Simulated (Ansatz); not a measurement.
`Cl[SiH](Cl)I` → `Cl[Si]Cl` + HI at 700 K and 1 bar (silylene formation by 1,1-elimination).

Computed with Ansatz on PBE0-D4/def2-TZVP structures; ΔE is electronic, products minus reactants. CCSD(T)/CBS adds triple-zeta CCSD(T) − MP2 to the extrapolated MP2 energy (def2 sets, frozen cores). This one scheme is used for every species. Elements past krypton have def2 core potentials. For I outer-core shells are correlated without core-valence functions, which leaves a few kJ/mol of doubt a bond.

```tsv
species	CCSD(T)/CBS energy (Eh)	H − E (kJ/mol)	S (J/(mol·K))
`Cl[SiH](Cl)I`	-1506.81701	87.9	419.4
`Cl[Si]Cl`	-1208.69388	41.9	328.3
HI	-298.03592	34.6	231.7
```

H − E and S are ideal-gas, rigid-rotor, harmonic terms from PBE0-D4/def2-TZVP. 1 Eh = 2625.50 kJ/mol, R = 8.31446 J/(mol·K).

Task: By hand: ΔE, ΔH, ΔS and ΔG.

Result: ΔE = (-1208.69388) + (-298.03592) − (-1506.81701) = 0.08721 Eh = 229.0 kJ/mol. Δ(H − E) = 41.9 + 34.6 − 87.9 = -11.4, so ΔH = 217.6 kJ/mol. ΔS = 328.3 + 231.7 − 419.4 = 140.6 J/(mol·K). ΔG = 217.6 − 700 × (140.6)/1000 = 119.2 kJ/mol.

Task: By hand: the equilibrium constant, and the temperature at which ΔG would vanish if ΔH and ΔS stayed fixed.

Result: log₁₀ K = −ΔG/(RT ln 10) = -8.9. ΔG = 0 at ΔH/ΔS = 1548 K.

The number of gas molecules changes by +1, which sets the sign of ΔS. A doubt of 5 kJ/mol in ΔE shifts log₁₀ K by 0.4 here. These are equilibria of isolated gas molecules and say nothing of rates. Largest T1 diagnostic: 0.013 (customary marks: 0.02 for closed shells, 0.045 for open ones).
